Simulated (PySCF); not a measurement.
## Functional dependence of a UV spectrum

C2H3NOSi.
SMILES: `N#C[SiH2]C=O`

Linear-response calculations in the def2-SVPD basis (PySCF; singlets by full response, triplets Tamm–Dancoff, core orbitals frozen in the response; HF means time-dependent Hartree–Fock). 'Strongest' is the level of largest summed f among the singlets computed (10 roots, of which the last may lack a degenerate partner); it can jump between rows when another state enters that window. S1 is the lowest singlet of each run and needn't be the same state throughout; f(S1) is that of one state. Geometry: PBE0-D3(BJ)/def2-SVP, one conformer, isolated molecule.

```tsv
functional	kind	S1 (eV)	f(S1)	strongest (eV)	T1 (eV)	HOMO (eV)	gap (eV)	ionisation energy, ΔSCF (eV)
LDA	LDA	3.00	0.001	4.67	2.43	-6.59	2.69	10.11
PBE	GGA	3.09	0.001	6.84	2.42	-6.46	2.82	9.93
B3LYP	global hybrid, 20% exact exchange	3.22	0.001	5.66	2.56	-7.69	4.92	10.22
PBE0	global hybrid, 25% exact exchange	3.22	0.001	5.85	2.51	-7.90	5.38	10.17
BHandHLYP	global hybrid, 50% exact exchange	3.36	0.001	6.81	2.68	-9.33	7.99	10.22
CAM-B3LYP	range-separated hybrid	3.24	0.001	6.43	2.57	-9.30	8.00	10.32
wB97X-D	range-separated hybrid	3.26	0.001	6.45	2.63	-9.77	9.14	10.28
LC-wPBE	range-separated hybrid	3.24	0.001	6.99	2.51	-10.56	10.49	10.38
HF	Hartree–Fock	3.60	0.001	8.28	2.89	-11.56	12.93	not settled
```

S1 runs from 3.00 eV (LDA) to 3.60 eV (HF), a spread of 0.60 eV, while the orbital gap spreads over 10.2 eV. −ε(HOMO) comes closest to its own ΔSCF ionisation energy with LC-wPBE (+0.17 eV) and misses most with LDA (-3.52 eV). 'Not settled' means that the ion's SCF failed to converge or may have ended in another state than the lowest.
